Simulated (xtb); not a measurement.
H₁₂MnO₆, charge +2, sextet, at a GFN2-xTB geometry (such geometries of metal compounds can be far from the true shape); GFN2-xTB (xtb).

Input for xtb:
```
$ xtb mol.xyz --gfn 2 --chrg 2 --uhf 5 --acc 1000 --json

# file mol.xyz
19

Mn    -0.00063942     0.00020933     0.00001784
O     -0.82550013     1.89228342    -1.07802357
H     -1.63758451     1.95817530    -1.59398725
H     -0.43216225     2.77281080    -1.08098040
O      1.82393510     1.16911336     0.84561490
H      1.87320341     1.64034769     1.68558344
H      2.67593419     1.29945647     0.41299253
O      1.20817102    -0.47524321    -1.92953272
H      1.77470768    -1.24085005    -2.08097995
H      1.22506864     0.03828599    -2.74564457
O     -1.16899651     0.58686199     1.92700856
H     -1.73161816     1.36017882     2.05142413
H     -1.20228042     0.09339134     2.75491605
O     -1.83661873    -1.22494394    -0.74206859
H     -1.91193093    -1.70521728    -1.57496564
H     -2.68021292    -1.33794237    -0.28861353
O      0.80633101    -1.95046856     0.97679709
H      0.39238237    -2.82137762     0.96264610
H      1.61190443    -2.04331680     1.49879762
```

It wrote (shortened):

```
   ID    Z sym.   atoms
    1   25 Mn     1
    2    8 O      2, 5, 8, 11, 14, 17
    3    1 H      3, 4, 6, 7, 9, 10, 12, 13, 15, 16, 18, 19

           -------------------------------------------------
          |                Calculation Setup                |
           -------------------------------------------------

molecular fragmentation (1/2 indicates fragments):
1112112222222222222
# atoms in fragment 1/2:     5    14
 fragment masses (1/2) :       88.95       74.08
CMA distance (Bohr)    :   2.579
constraining FC (au)   :  0.0500

           -------------------------------------------------
          |                 G F N 2 - x T B                 |
           -------------------------------------------------

          ...................................................
          :                      SETUP                      :
          :.................................................:
          :  # basis functions                  46          :
          :  # atomic orbitals                  45          :
          :  # shells                           27          :
          :  # electrons                        53          :
          :  max. iterations                   250          :
          :  Hamiltonian                  GFN2-xTB          :
          :  restarted?                      false          :
          :  GBSA solvation                  false          :
          :  PC potential                    false          :
          :  electronic temp.          300.0000000     K    :
          :  accuracy                 1000.0000000          :
          :  -> integral cutoff          0.2000000E+02      :
          :  -> integral neglect         0.1000000E-04      :
          :  -> SCF convergence          0.1000000E-02 Eh   :
          :  -> wf. convergence          0.1000000E+00 e    :
          :  Broyden damping             0.4000000          :
          :  net charge                          2          :
          :  unpaired electrons                  5          :
          ...................................................

 iter      E             dE          RMSdq      gap      omega  full diag
   1    -32.5720500 -0.325720E+02  0.546E+00    8.97       0.0  T
   2    -32.6415523 -0.695023E-01  0.287E+00    7.37       1.0  T
   3    -32.6435946 -0.204230E-02  0.100E+00    7.30       1.0  T
   4    -32.6435524  0.421219E-04  0.164E-01    7.27       1.0  T
   5    -32.6436640 -0.111544E-03  0.258E-02    7.25       1.0  T

   *** convergence criteria satisfied after 5 iterations ***

         :::::::::::::::::::::::::::::::::::::::::::::::::::::
         ::                     SUMMARY                     ::
         :::::::::::::::::::::::::::::::::::::::::::::::::::::
         :: total energy             -32.446779889050 Eh    ::
         :: gradient norm              0.000135915679 Eh/a0 ::
         :: HOMO-LUMO gap              7.249096142291 eV    ::
         ::.................................................::
         :: SCC energy               -32.643525850124 Eh    ::
         :: -> isotropic ES            0.376870638176 Eh    ::
         :: -> anisotropic ES         -0.011772807699 Eh    ::
         :: -> anisotropic XC          0.002148588651 Eh    ::
         :: -> dispersion             -0.006468809638 Eh    ::
         :: repulsion energy           0.196745961075 Eh    ::
         :: add. restraining           0.000000000000 Eh    ::
         :: total charge               2.000000000000 e     ::
         :::::::::::::::::::::::::::::::::::::::::::::::::::::

           -------------------------------------------------
          |                Property Printout                |
           -------------------------------------------------

    * Orbital Energies and Occupations

         #    Occupation            Energy/Eh            Energy/eV
      -------------------------------------------------------------
[...]
        45                          0.3815254              10.3818
      -------------------------------------------------------------
                  HL-Gap            0.2663994 Eh            7.2491 eV
             Fermi-level           -0.5937409 Eh          -16.1565 eV

     #   Z          covCN         q      C6AA      α(0)
     1  25 Mn       1.697     0.597    54.799    18.632
     2   8 O        1.891    -0.487    22.573     6.416
     3   1 H        0.805     0.360     0.564     1.180
     4   1 H        0.805     0.360     0.565     1.180
     5   8 O        1.894    -0.487    22.560     6.414
     6   1 H        0.805     0.361     0.564     1.180
     7   1 H        0.805     0.361     0.564     1.180
     8   8 O        1.894    -0.487    22.560     6.414
     9   1 H        0.805     0.361     0.564     1.180
    10   1 H        0.805     0.361     0.564     1.180
    11   8 O        1.891    -0.487    22.573     6.416
    12   1 H        0.805     0.360     0.564     1.180
    13   1 H        0.805     0.360     0.565     1.180
    14   8 O        1.891    -0.487    22.573     6.416
    15   1 H        0.805     0.360     0.565     1.180
    16   1 H        0.805     0.360     0.564     1.180
    17   8 O        1.894    -0.487    22.560     6.414
    18   1 H        0.805     0.361     0.564     1.180
    19   1 H        0.805     0.361     0.564     1.180

 Mol. C6AA /au·bohr⁶  :       1904.355969
 Mol. C8AA /au·bohr⁸  :      50004.972339
 Mol. α(0) /au        :         71.283115

Wiberg/Mayer (AO) data.
largest (>0.10) Wiberg bond orders for each atom

 ---------------------------------------------------------------------------
     #   Z sym  total        # sym  WBO       # sym  WBO       # sym  WBO
 ---------------------------------------------------------------------------
     1  25 Mn   2.394 --     5 O    0.389     8 O    0.389    17 O    0.389
                            14 O    0.387    11 O    0.387     2 O    0.387
     2   8 O    2.147 --     4 H    0.864     3 H    0.864     1 Mn   0.387
     3   1 H    0.870 --     2 O    0.864
     4   1 H    0.870 --     2 O    0.864
     5   8 O    2.148 --     7 H    0.863     6 H    0.863     1 Mn   0.389
     6   1 H    0.870 --     5 O    0.863
     7   1 H    0.870 --     5 O    0.863
     8   8 O    2.148 --     9 H    0.863    10 H    0.863     1 Mn   0.389
     9   1 H    0.870 --     8 O    0.863
    10   1 H    0.870 --     8 O    0.863
    11   8 O    2.147 --    13 H    0.864    12 H    0.864     1 Mn   0.387
    12   1 H    0.870 --    11 O    0.864
    13   1 H    0.870 --    11 O    0.864
    14   8 O    2.147 --    15 H    0.864    16 H    0.864     1 Mn   0.387
    15   1 H    0.870 --    14 O    0.864
    16   1 H    0.870 --    14 O    0.864
    17   8 O    2.148 --    19 H    0.863    18 H    0.863     1 Mn   0.389
    18   1 H    0.870 --    17 O    0.863
    19   1 H    0.870 --    17 O    0.863
 ---------------------------------------------------------------------------

Topologies differ in total number of bonds
Writing topology from bond orders to xtbtopo.mol

molecular dipole:
                 x           y           z       tot (Debye)
 q only:       -0.029       0.010       0.001
   full:       -0.043       0.014       0.001       0.114
molecular quadrupole (traceless):
                xx          xy          yy          xz          yz          zz
 q only:        0.056      -0.029      -0.023      -0.002       0.001      -0.033
  q+dip:        0.057      -0.029      -0.024      -0.003       0.001      -0.033
   full:        0.054      -0.028      -0.022      -0.002       0.001      -0.032

           -------------------------------------------------
          | TOTAL ENERGY              -32.446779889050 Eh   |
          | GRADIENT NORM               0.000135915679 Eh/α |
          | HOMO-LUMO GAP               7.249096142291 eV   |
           -------------------------------------------------

normal termination of xtb
```
